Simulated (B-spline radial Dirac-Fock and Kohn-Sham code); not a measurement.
X-ray scattering factor of Mo⁶⁺

System: the Mo⁶⁺ ion, configuration [Ar] 3d10 4s2 4p6.

Input of the calculation (task.json; shells as n, l, electrons):

```json
{"items": [{
  "Z": 42,
  "q": 6,
  "cfg": [[1, 0, 2], [2, 0, 2], [2, 1, 6], [3, 0, 2], [3, 1, 6], [3, 2, 10], [4, 0, 2], [4, 1, 6]],
  "A": 98,
  "rrms": 4.4091,
  "do": ["scatter"],
  "s": [0.0, 0.05, 0.1, 0.15, 0.2, 0.25, 0.3, 0.35, 0.4, 0.45, 0.5, 0.6, 0.7, 0.8, 0.9, 1.0, 1.1, 1.2, 1.4, 1.6, 1.8, 2.0, 2.5, 3.0, 3.5, 4.0, 5.0, 6.0],
  "pz": [0, 0.1, 0.14, 0.2, 0.29, 0.41, 0.58, 0.83, 1.2, 1.7, 2.4, 3.4, 4.8, 6.9, 9.8, 14.0, 20.0, 28.0, 40.0, 57.0, 81.0],
  "hv_scatter": [5000, 17479.3, 20000, 30000, 50000, 100000, 200000, 500000]
}]}
```

Run with: `python xray_run.py task.json out`

Method: Dirac-Fock densities. Computed with a radial finite-basis atomic code. f₀ is the Fourier transform of the spherical electron density, S the Waller-Hartree incoherent function, and s = sin θ/λ.

```
s (Å⁻¹)      f₀       S  tabulated f₀
      0  36.000   0.000        36.000
   0.05  35.715   0.299        35.715
    0.1  34.892   1.135        34.890
   0.15  33.618   2.348        33.615
    0.2  32.018   3.757        32.015
   0.25  30.233   5.216        30.229
    0.3  28.390   6.646        28.386
   0.35  26.592   8.014        26.589
    0.4  24.908   9.313        24.904
   0.45  23.373  10.535        23.367
    0.5  21.994  11.676        21.984
    0.6  19.647  13.692        19.627
    0.7  17.693  15.394        17.664
    0.8  15.967  16.878        15.936
    0.9  14.383  18.229        14.357
      1  12.920  19.484        12.903
    1.1  11.590  20.654        11.582
    1.2  10.411  21.738        10.411
    1.4   8.535  23.659         8.545
    1.6   7.247  25.271         7.262
    1.8   6.394  26.610         6.410
      2   5.813  27.724         5.823
    2.5   4.835  29.810         4.808
      3   3.998  31.266         3.965
    3.5   3.226  32.312         3.221
      4   2.587  33.059         2.603
      5   1.768  33.986         1.768
      6   1.374  34.522         1.364
```

Tabulated f₀: the analytical fit of Waasmaier and Kirfel, Acta Cryst. A51, 416 (1995). These are calculations too.

f₀ starts at the number of electrons, 36, and has fallen to half at s ≈ 0.68 Å⁻¹. The sum of ⟨r²⟩ over the electrons is 15.61 bohr².
